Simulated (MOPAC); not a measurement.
MOPAC input (PM6):

```
PM6 PRECISE GNORM=0.05 LET XYZ CHARGE=-1 GEO-OK AUX(PRECISION=9) THREADS=1
H3Cl2OSi2

Si   -2.06583500 1   -0.68172800 1    0.00601500 1
O    -0.70692400 1   -0.69695900 1    0.89774100 1
Si    0.92848700 1   -0.25068200 1    0.73511000 1
Cl    0.60186700 1    1.97329400 1    0.48794100 1
Cl    1.11718200 1   -0.75464400 1   -1.47500700 1
H    -2.15864700 1    0.43859500 1   -0.95895100 1
H    -2.25120400 1   -1.95306300 1   -0.74566200 1
H    -3.23571500 1   -0.57316500 1    0.92705300 1
```

From the output:

```
                                                       MOPAC v23.2.5 Linux

          FINAL HEAT OF FORMATION =       -202.19760 KCAL/MOL =    -845.99476 KJ/MOL

          COSMO AREA              =        165.93 SQUARE ANGSTROMS
          COSMO VOLUME            =        166.30 CUBIC ANGSTROMS

          GRADIENT NORM           =          0.03823          =       0.01352 PER ATOM
          IONIZATION POTENTIAL    =          3.573649 EV
          HOMO LUMO ENERGIES (EV) =         -3.574  3.282
          NO. OF FILLED LEVELS    =         16
          MOLECULAR WEIGHT        =        146.1001         POINT GROUP:  C1

          MOLECULAR DIMENSIONS (Angstroms)

            Atom       Atom       Distance
            H     8   Cl     5     5.54973
            H     7   Cl     4     5.03882
            H     6   Si     3     2.73141

          SCF CALCULATIONS        =         36

   ATOM   CHEMICAL          X               Y               Z
  NUMBER   SYMBOL      (ANGSTROMS)     (ANGSTROMS)     (ANGSTROMS)

     1      Si         -2.44926127  *  -0.79491636  *   0.15816979  *
     2       O         -0.88601936  *  -0.48939161  *   0.32490406  *
     3      Si          0.82791517  *  -0.14623803  *   0.49881102  *
     4      Cl          0.83869784  *   2.03702911  *   0.70160836  *
     5      Cl          1.63183266  *  -0.84853261  *  -1.41638746  *
     6       H         -3.07559752  *   0.16665398  *  -0.74789720  *
     7       H         -2.64559338  *  -2.14175100  *  -0.37739158  *
     8       H         -3.11284027  *  -0.71453400  *   1.45931776  *

                             CARTESIAN COORDINATES

   1   Si       -2.449261268    -0.794916358     0.158169794
   2    O       -0.886019364    -0.489391613     0.324904060
   3   Si        0.827915167    -0.146238027     0.498811016
   4   Cl        0.838697841     2.037029115     0.701608361
   5   Cl        1.631832659    -0.848532610    -1.416387461
   6    H       -3.075597516     0.166653979    -0.747897195
   7    H       -2.645593380    -2.141751004    -0.377391576
   8    H       -3.112840266    -0.714534001     1.459317762

           Empirical Formula: H3 O Si2 Cl2  =     8 atoms

      MOLECULAR POINT GROUP   :   C1

                  EIGENVALUES
 -25.21370 -22.01719 -21.90123 -16.04118 -12.69272 -10.75198 -10.71079 -10.13672
  -8.53041  -7.80803  -7.73215  -7.32490  -7.21960  -6.86606  -6.78175  -3.57365
   3.28224   3.55326   3.62474   4.09183   4.21815   4.23200   5.51319   5.54261
   6.30882   6.51701   6.80994   6.87869   6.96873   8.10011   8.12350   8.28619
   9.17640  96.33616  96.50903  96.52991  97.04414  97.04998  97.11211  97.13787
  97.26105  97.36414  97.39356

              NET ATOMIC CHARGES AND DIPOLE CONTRIBUTIONS

  ATOM NO.   TYPE          CHARGE      No. of ELECS.   s-Pop       p-Pop       d-Pop
    1         Si           0.135537        3.8645     1.14969     1.70395     1.01083
    2          O          -0.490086        6.4901     1.62041     4.86968
    3         Si           0.224535        3.7755     1.82795     1.41249     0.53503
    4         Cl          -0.405385        7.4054     1.99481     5.40900     0.00157
    5         Cl          -0.405314        7.4053     1.99481     5.40893     0.00157
    6          H          -0.018496        1.0185     1.01850
    7          H          -0.019798        1.0198     1.01980
    8          H          -0.020991        1.0210     1.02099
 DIPOLE           X         Y         Z       TOTAL
 POINT-CHG.    -1.963    -1.407     1.178     2.688
 HYBRID        -0.121     1.025    -1.435     1.767
 SUM           -2.084    -0.382    -0.257     2.134

          ATOMIC ORBITAL ELECTRON POPULATIONS

     Atom    s        px        py        pz      x^2-y^2     xz        z^2       yz        xy
    1 Si   1.14969   0.36020   0.66811   0.67565   0.22508   0.30473   0.12390   0.14951   0.20761
    2  O   1.62041   1.48183   1.69030   1.69755
    3 Si   1.82795   0.43079   0.45836   0.52334   0.14437   0.10462   0.10155   0.09564   0.08885
    4 Cl   1.99481   1.91965   1.58623   1.90312   0.00076   0.00003   0.00029   0.00018   0.00031
    5 Cl   1.99481   1.86363   1.86424   1.68106   0.00017   0.00049   0.00050   0.00032   0.00009
    6  H   1.01850
    7  H   1.01980
    8  H   1.02099

 **********************
 *                    *
 * JOB ENDED NORMALLY *
 *                    *
 **********************

 == MOPAC DONE ==
```

The dipole moment of an ion depends on the origin.

The geometry given is a B3LYP-D3(BJ)/def2-TZVP minimum.
